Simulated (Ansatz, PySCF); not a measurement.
Dissociation curve of SeLi (cation, charge +1), lowest triplet found (which spin is the ground state isn't settled by this scan).

Computed with: FCI = full CI/aug-cc-pVDZ, cores with 3d frozen (Ansatz, a quantum-chemistry and plane-wave program); ROCCSDT = CCSDT on ROHF/aug-cc-pVDZ, cores with 3d frozen (Ansatz); UCCSD(T) = Ansatz with CCSD(T) on UHF/aug-cc-pVDZ, cores with 3d frozen; UKS-B3LYP/6-31G* = PySCF with unrestricted B3LYP/6-31G*, spherical d.

Energies are in kcal/mol, each relative to the lowest point of its own curve between 2.15 and 3.14 Å, where full CI is lowest.

```csv
R / Å,FCI,ROCCSDT,UCCSD(T),UKS-B3LYP/6-31G*
1.78,64.7,64.6,64.6,58.1
1.94,34.0,34.0,34.0,29.5
2.05,20.9,20.9,20.9,17.6
2.15,12.8,12.8,12.8,___
2.26,6.9,6.9,6.9,5.2
2.37,3.3,3.3,3.2,2.1
2.41,2.3,2.3,2.3,1.4
2.51,0.8,0.8,0.8,___
2.57,0.3,0.3,0.3,0.0
2.66,0.0,0.0,0.0,0.0
2.81,0.4,0.4,0.4,___
2.96,1.4,1.4,1.4,2.1
3.14,3.2,3.2,3.2,___
3.35,5.4,5.4,5.4,___
3.65,8.4,8.4,8.4,___
3.99,11.3,11.3,11.3,12.6
4.38,13.7,13.7,13.7,15.2
4.92,15.9,15.9,15.9,17.4
5.45,17.2,17.2,17.2,18.7
6.24,18.2,18.2,18.2,19.8
7.21,18.9,18.9,18.9,20.4
8.48,19.3,19.3,19.3,20.8
```

Question: Some entries are withheld; supply them.

Answer: 
- 2.15, UKS-B3LYP/6-31G*: 10.3
- 2.51, UKS-B3LYP/6-31G*: 0.3
- 2.81, UKS-B3LYP/6-31G*: 0.7
- 3.14, UKS-B3LYP/6-31G*: 4.0
- 3.35, UKS-B3LYP/6-31G*: 6.4
- 3.65, UKS-B3LYP/6-31G*: 9.6
